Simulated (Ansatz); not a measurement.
Program: Ansatz. Geometries: PBE0-D4/def2-TZVP. ΔE: electronic, gas phase. CCSD(T)/CBS is the MP2 limit (def2-TZVPP, def2-QZVPP) plus CCSD(T) − MP2 in def2-TZVPP, frozen cores. This one scheme is used for every species. DFT in def2-TZVPP. HSE06 is defined as in plane-wave codes. Each species was taken in one conformer, which may not be the lowest.

Consider the ligand exchange at the Si–F bond: `N[SiH2]F` + CH₃NH₂ → `CN[SiH2]N` + H–F.

CCSD(T)/CBS gives +0.95 eV.

Task: Another level gave +0.97 eV. Which?
A. HSE06/def2-TZVPP
B. PBE-D4/def2-TZVPP
C. B97M-V/def2-TZVPP
D. BHLYP/def2-TZVPP

Result: A. HSE06 0.97, PBE-D4 0.92, BHLYP 1.09, B97M-V 1.03 eV.

Largest T1 diagnostic among the species: 0.011.

The D4 term adds −0.10 eV with B3LYP and −0.06 eV with PBE0; it sums over pairs of atoms, weighted by their polarisabilities, and B3LYP, whose exchange is more repulsive, gets the larger term. In def2-TZVPP, CCSD(T) changes the Hartree–Fock value by −0.20 eV (the triples alone add −0.03 eV) and MP2 by −0.23 eV. At CCSD(T), def2-SVP lies +0.03 eV from the extrapolated value and def2-TZVPP +0.01 eV.

B3LYP here is the variant with VWN-RPA as its local correlation; programs differ in this.
